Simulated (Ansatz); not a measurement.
Geometry optimisation, UKS PBE0-D4/def2-SVP in Ansatz.

Input file:

```yaml
crystal:
  periodic: [false, false, false]
  atoms:
    - { symbol: Sn, position_ang: [-1.786875, 0.355733, 0.054225] }
    - { symbol: Si, position_ang: [0.371517, 1.643552, -0.108401] }
    - { symbol: H, position_ang: [-1.793766, -0.947162, -1.060742] }
    - { symbol: H, position_ang: [-2.035553, -0.284604, 1.622523] }
    - { symbol: H, position_ang: [-3.117686, 1.370669, -0.320871] }
    - { symbol: H, position_ang: [1.360702, -0.808582, 0.549826] }
    - { symbol: As, position_ang: [1.041644, -2.278858, 0.41348] }
    - { symbol: H, position_ang: [0.075316, 3.085208, -0.387482] }
    - { symbol: H, position_ang: [1.217595, 1.121026, -1.224753] }
    - { symbol: H, position_ang: [1.154375, 1.569561, 1.16275] }
    - { symbol: H, position_ang: [2.518563, -2.657181, 0.40485] }
    - { symbol: H, position_ang: [0.994167, -2.169263, -1.105507] }
magnetization:
  spin_polarized: true
basis:
  gaussian: { orbitals: def2-SVP }
hamiltonian:
  xc: pbe0
  dispersion: d4
relax:
  f_tol: 0.03
  max_steps: 50
```

Run as:

```bash
$ ansatz run input.yaml --threads 4 --pin off --max-ram 5120MiB --backend cpu --events-out ev --progress --plain --runs-dir out
```

Q: Where does it end, and by what steps?

A: It converged. After 3 steps the energy has fallen by 0.046 eV; As7 moved furthest, 0.22 Å.

```
step  energy less start (eV)  largest force component (eV/Å)  accepted
   0                  0.0000                           0.518       yes
   1                 -0.0366                           0.275       yes
   2                 -0.0456                           0.053       yes
   3                 -0.0462                           0.019       yes
```

```xyz
12
Properties=species:S:1:pos:R:3
Sn -1.861 0.425 0.047
Si 0.326 1.773 -0.120
H -1.839 -0.886 -1.058
H -2.077 -0.208 1.624
H -3.204 1.421 -0.328
H 1.473 -0.994 0.584
As 1.149 -2.475 0.418
H 0.028 3.213 -0.391
H 1.172 1.244 -1.233
H 1.100 1.680 1.156
H 2.628 -2.845 0.402
H 1.105 -2.348 -1.101
```

Time of the run: 30 s on 4 threads of Arm Neoverse N1, on a shared host, peak memory 0.5 GiB.
